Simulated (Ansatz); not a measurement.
`[CH3][Mo]([OH])(=[S])=[S]` + H–F → `[OH][Mo]([F])(=[S])=[S]` + CH₄  (ligand exchange at a Mo–C bond)

Computed with Ansatz on PBE0-D4/def2-TZVP structures; ΔE is electronic, products minus reactants. CCSD(T)/CBS is the MP2 limit (def2-TZVPP, def2-QZVPP) plus CCSD(T) − MP2 in def2-TZVPP, frozen cores. This one scheme is used for every species. DFT in def2-TZVPP. HSE06 is defined as in plane-wave codes. def2 core potentials past Kr. For Mo outer-core shells are correlated without core-valence functions, which leaves a few kJ/mol of doubt a bond. One conformer a species, not always the lowest.

| level | ΔE (kJ/mol) | difference from CCSD(T)/CBS |
| --- | --- | --- |
| revPBE-D4 | -129.7 | -22.5 |
| BLYP-D4 | -139.3 | -32.1 |
| r2SCANh-D4 | -132.3 | -25.1 |
| PBE | -136.8 | -29.6 |
| revPBE | -139.6 | -32.4 |
| BLYP | -150.0 | -42.8 |
| r2SCAN | -139.9 | -32.7 |
| r2SCANh | -134.0 | -26.8 |
| HSE06 | -123.9 | -16.7 |
| RPA@PBE/def2-TZVPP | -115.7 | -8.5 |
| HF/def2-SVP | -125.7 | -18.5 |
| CCSD/def2-SVP | -120.5 | -13.3 |
| CCSD(T)/def2-SVP | -126.7 | -19.5 |
| CCSD/def2-TZVPP | -105.7 | 1.5 |
| SCS-MP2/def2-QZVPP | -113.8 | -6.6 |
| MP2/CBS(def2) | -106.7 | 0.5 |
| CCSD(T)/CBS | -107.2 | 0 |

Largest T1 diagnostic among the species: 0.025, so the coupled-cluster value is less sure than usual.

At CCSD(T), def2-SVP lies −19.5 kJ/mol from the extrapolated value and def2-TZVPP −2.4 kJ/mol. In def2-TZVPP, CCSD(T) changes the Hartree–Fock value by +11.5 kJ/mol (the triples alone add −3.9 kJ/mol) and MP2 by +12.1 kJ/mol.
